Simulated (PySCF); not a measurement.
tetrasilane (H₁₀Si₄), SMILES [SiH2]([SiH2][SiH3])[SiH3]. Coordinates come from a ωB97X-D3(BJ)/def2-SVP optimisation. One conformer was computed; it need not be the lowest.

Computed equilibrium geometry at ωB97X-D3(BJ)/def2-SVP (PySCF confirms it by a frequency run) as a Z-matrix, and its point group (one conformer of several):
point group C2.
```
Si
H 1 1.4938
H 1 1.4946 2 108.84
Si 1 2.3328 2 111.73 3 -120.77
H 4 1.4938 1 111.73 2 69.01
H 4 1.4946 5 108.84 1 120.77
Si 1 2.3353 2 110.81 3 120.12
H 7 1.4922 1 111.93 2 -50.12
H 7 1.4931 8 108.95 1 120.41
H 7 1.4934 8 109.06 9 118.27
Si 4 2.3353 5 110.81 6 120.12
H 11 1.4922 4 111.93 5 -50.12
H 11 1.4931 12 108.95 4 120.41
H 11 1.4934 12 109.06 13 118.27
```
